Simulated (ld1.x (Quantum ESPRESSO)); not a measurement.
u(r) = r·R(r): atom against pseudo-atom (fluorine)

Columns: radius, all-electron u(r) and pseudo u(r) of the 2p shell (level -11.21 eV) of fluorine in the configuration [He] 2s2 2p5; BP86, non-relativistic, TM scheme, ld1.x (Quantum ESPRESSO) 7.5.

```csv
r (bohr),all-electron,pseudo
0.042,0.0312,0.0163
0.085,0.1065,0.0650
0.128,0.2026,0.1418
0.170,0.3028,0.2370
0.212,0.4013,0.3438
0.255,0.4955,0.4559
0.298,0.5802,0.5623
0.340,0.6527,0.6540
0.382,0.7150,0.7299
0.425,0.7684,0.7900
0.467,0.8109,0.8329
0.510,0.8451,0.8632
0.552,0.8702,0.8826
0.595,0.8883,0.8953
0.638,0.8997,0.9027
0.680,0.9051,0.9060
0.722,0.9057,0.9058
0.765,0.9020,0.9020
0.807,0.8948,0.8948
0.850,0.8845,0.8845
0.892,0.8720,0.8720
0.935,0.8571,0.8571
0.977,0.8410,0.8410
1.020,0.8232,0.8232
1.062,0.8049,0.8049
1.105,0.7853,0.7853
```

Problem. How many radial nodes do the two functions have?

Solution. The all-electron 2p function has n − l − 1 = 0; the pseudo-wave has 0.

Problem. At about which radius was the pseudo-wave matched?

Solution. 0.80 bohr. The columns agree to 0.0005 from 0.72 bohr on; several derivatives are matched, so the curves merge somewhat inside the radius.

Problem. Is the pseudo-wave norm-conserving?

Solution. Yes: the TM scheme keeps the norm inside the radius equal to the all-electron one, which fixes the energy derivative of the logarithmic derivative at the level.
